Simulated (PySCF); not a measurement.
## Two structures, one formula

The two ends of one reaction step of AlAsH6S, singlet (PBE0-D4/def2-TZVP).

A:

Al1  (-0.708, -0.045, -0.646)
S2  (0.983, 1.852, -0.637)
H3  (-0.224, -0.634, -2.044)
H4  (-1.981, 0.911, -0.571)
H5  (0.911, 2.152, 0.671)
As6  (-0.082, -1.154, 1.461)
H7  (2.095, 1.115, -0.470)
H8  (0.455, -2.396, 0.764)
H9  (-1.474, -1.751, 1.616)
(Å)

B:

Al1  (-0.538, 0.183, -1.029)
S2  (0.813, 1.831, -1.567)
H3  (-0.069, -1.301, -1.312)
H4  (-2.015, 0.605, -0.656)
H5  (0.259, 0.582, 1.107)
As6  (0.022, -0.448, 2.224)
H7  (1.836, 1.013, -1.867)
H8  (0.923, -1.470, 1.550)
H9  (-1.221, -1.006, 1.545)
(Å)

Program: PySCF 2.14 with density fitting (its default auxiliary sets; JK sets also for MP2 and CCSD(T)). Basis: def2-TZVPP. Cores are frozen in the correlated methods. Filled d shells of the heavier atoms are correlated. The def2 sets are not built for correlating such inner shells, so the correlated values are less sure here. B3LYP uses VWN-RPA correlation.

Problem. Which structure is lower at CCSD(T), and by how much? (Judge from chemistry; the value comes from the calculation.)

Solution. Computed: B, by 4.15 kcal/mol (electronic energy, against the other). By their contacts, A is AlAsH₆S ([SH2][AlH2][AsH2]) and B is a complex of AlH₃S ([AlH2][SH]) + AsH₃.

All methods give the same order:

```
   method  E(B) − E(A) (kcal/mol)
    SPW92                   -2.33
   PBE-D4                   -3.52
r2SCAN-D4                   -3.95
  PBE0-D4                   -2.97
 B3LYP-D4                   -4.87
 BHLYP-D4                   -4.36
  wB97M-V                   -4.79
       HF                   -5.73
      MP2                   -3.97
     CCSD                   -4.29
  CCSD(T)                   -4.15
```

The T1 diagnostic stays at or below 0.012.

Labels in which every atom is bracketed show which atoms are joined, not bond orders.

For scale, one of the runs: CCSD(T)/def2-TZVPP, 216 basis functions, launched by `OMP_NUM_THREADS=4 python run.py`. Time: 12 min of wall clock on 4 CPU threads of an Arm Neoverse V1; the host was shared. Peak host memory: 3.3 GiB.
